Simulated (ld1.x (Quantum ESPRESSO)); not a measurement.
Logarithmic derivatives: niobium, ultrasoft

| Property | Result |
| --- | --- |
| Element | niobium (Nb) |
| Generator | ld1.x (Quantum ESPRESSO) 7.5 |
| Type | ultrasoft |
| Functional | Wu–Cohen |
| Relativity | fully relativistic |
| Frozen core | [Ar] 3d10 |
| Valence charge | 13 |
| Reference configuration | 4s2 4p6 4d4 5s0 5p0 (charge +1) |
| Partial waves | 4s (bound): rcut 1.75, rcutus 2.40 bohr; 5s (bound, empty): rcut 1.75, rcutus 2.40 bohr; 4p (bound): rcut 1.70, rcutus 1.85 bohr; 5p (bound, empty): rcut 1.70, rcutus 1.85 bohr; 4d (bound): rcut 2.40, rcutus 2.80 bohr; 4d channel at 2.15 Ry: rcut 2.40, rcutus 2.80 bohr; 4f channel at 0.3 Ry: rcut 2.20, rcutus 2.60 bohr; 4f channel at 1.7 Ry: rcut 2.20, rcutus 2.60 bohr |
| Local potential | all-electron potential smoothed inside 1.75 bohr (lloc = -2) |
| Core correction | none |
| Augmentation charge | PSQ, inside the norm-conserving radii |

Open shells are filled in proportion to 2j + 1 (rel_dist='average').

The phase is arctan(r·u′/u) with u = r·R(r), unwrapped; energies in Ry, scanned from -7 to 5 Ry. A pole is an energy at which the radial function vanishes at the test radius. The pseudo phase is shifted by a multiple of π to meet the all-electron one at the reference energy, and phase errors are pseudo minus all-electron; the curves can meet again beyond the range given. Levels narrower than the energy grid can be missing from the lists of poles.

| channel | radius (bohr) | reference energy (Ry) | poles, all-electron | poles, pseudo | unbroken range about the reference energy with phases within 0.05 rad | phase error 1 Ry above the reference energy (rad) |
| --- | --- | --- | --- | --- | --- | --- |
| s | 3.06 | -0.69 | -4.74, 1.01 | -4.74, 1.02 | the whole range | +0.001 |
| p1/2 | 3.06 | -0.42 | -3.08, 1.91 | -3.08, 1.90 | below 4.2 | -0.000 |
| p3/2 | 3.06 | -0.41 | -2.92, 2.03 | -2.92, 2.02 | below 4.3 | -0.000 |
| d3/2 | 3.06 | -0.69 | -0.38, 3.84 | -0.38, 3.78 | the whole range | -0.004 |
| d5/2 | 3.06 | -0.68 | -0.36, 3.87 | -0.36, 3.80 | the whole range | -0.004 |
| f5/2 | 3.06 | 0.30 | 2.09 | 2.09 | below 3.3 | +0.000 |
| f7/2 | 3.06 | 0.30 | 2.09 | 2.09 | below 3.3 | +0.000 |

Phases in the p1/2 channel:

```tsv
E (Ry)	all-electron	pseudo
-7.00	1.437	1.437
-6.74	1.434	1.434
-6.48	1.431	1.431
-6.22	1.427	1.427
-5.96	1.423	1.423
-5.70	1.419	1.419
-5.44	1.415	1.415
-5.18	1.410	1.410
-4.92	1.404	1.404
-4.66	1.397	1.397
-4.40	1.390	1.390
-4.14	1.380	1.380
-3.88	1.368	1.368
-3.62	1.350	1.350
-3.36	1.305	1.305
-3.10	-1.474	-1.474
-2.84	-1.748	-1.748
-2.58	-1.784	-1.784
-2.32	-1.810	-1.810
-2.06	-1.836	-1.836
-1.80	-1.866	-1.866
-1.54	-1.905	-1.905
-1.28	-1.958	-1.958
-1.02	-2.037	-2.037
-0.76	-2.167	-2.167
-0.50	-2.410	-2.410
-0.24	-2.912	-2.912
0.02	-3.649	-3.649
0.28	-4.133	-4.134
0.54	-4.368	-4.369
0.80	-4.495	-4.496
1.06	-4.574	-4.575
1.32	-4.629	-4.630
1.58	-4.671	-4.671
1.84	-4.704	-4.705
2.10	-4.733	-4.735
2.36	-4.760	-4.762
2.62	-4.785	-4.788
2.88	-4.812	-4.816
3.14	-4.841	-4.846
3.40	-4.875	-4.883
3.66	-4.917	-4.930
3.92	-4.973	-4.996
4.18	-5.058	-5.103
4.44	-5.203	-5.307
4.70	-5.499	-5.786
4.96	-6.161	-6.676
```
